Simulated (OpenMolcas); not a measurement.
**Au2+: moving or changing the point charges**

Au2+ among 8 point charges of -1.2 e arranged as a cube (Oh), 2.16 Å from the ion.
```
   1.2471    1.2471    1.2471  -1.20
   1.2471    1.2471   -1.2471  -1.20
   1.2471   -1.2471    1.2471  -1.20
   1.2471   -1.2471   -1.2471  -1.20
  -1.2471    1.2471    1.2471  -1.20
  -1.2471    1.2471   -1.2471  -1.20
  -1.2471   -1.2471    1.2471  -1.20
  -1.2471   -1.2471   -1.2471  -1.20
```

```json
{
  "Program": "OpenMolcas 26.06",
  "Method": "CASSCF",
  "Basis": "ANO-RCC-VTZP [8s7p5d3f1g]",
  "Scalar Hamiltonian": "DKH2, point nucleus",
  "Active space": "9 electrons in 5 orbitals (5d)",
  "State averaging": "2S+1 = 2 even, 5 roots",
  "Spin-orbit coupling": "RASSI with atomic mean-field integrals over the reference wave functions"
}
```

Runs around this geometry, states (labels of O, the rotations of Oh). Energies in cm-1 above the lowest state or level, χT in cm3 K/mol; under a threefold ground state the first gap can be a small split of the lowest multiplet, not the spin-orbit step; 10Dq is the gap between the two states; 10Dq is negative for this site.

```json
{"R (Å)": "2.16", "q (e)": "-0.96", "Ground state": "2T2", "First state of that spin": "2E 3320", "10Dq": "-3320", "First gap with spin-orbit (degeneracies)": "1877 (2, 4)", "χT at 300 K": "0.652"}
{"R (Å)": "1.95", "q (e)": "-1.2", "Ground state": "2T2", "First state of that spin": "2E 7006", "10Dq": "-7006", "First gap with spin-orbit (degeneracies)": "3484 (2, 4)", "χT at 300 K": "0.524"}
{"R (Å)": "2.16", "q (e)": "-1.2", "Ground state": "2T2", "First state of that spin": "2E 4200", "10Dq": "-4200", "First gap with spin-orbit (degeneracies)": "2304 (2, 4)", "χT at 300 K": "0.601"}
{"R (Å)": "2.26", "q (e)": "-1.2", "Ground state": "2T2", "First state of that spin": "2E 3349", "10Dq": "-3349", "First gap with spin-orbit (degeneracies)": "1891 (2, 4)", "χT at 300 K": "0.650"}
```

Taking |10Dq| as R^-n, n = -ln(3349 / 7006) / ln(2.26 / 1.95) = 5.0 between the shortest and longest distance. The point-charge formula for a cubic d site gives n = 5.

Scaling the charges by -0.96 / -1.2 = 0.80 scales |10Dq| by 3320 / 4200 = 0.79; with fixed orbitals a first-order splitting would follow the charge.

An orbital triplet at a regular site is open to Jahn-Teller coupling, which can distort the site and quench the lowest spin-orbit gaps and is left out. The ground term spreads over less than 5000 cm-1, several times less than with real ligands, so orbital moments are less quenched and χT lies further from the spin-only value than at real sites (holds for R = 2.16, q = -0.96; R = 2.16, q = -1.2; R = 2.26, q = -1.2). Point charges carry no covalency, so the field is a model and not that of real ligands. No measured value stands beside these numbers.
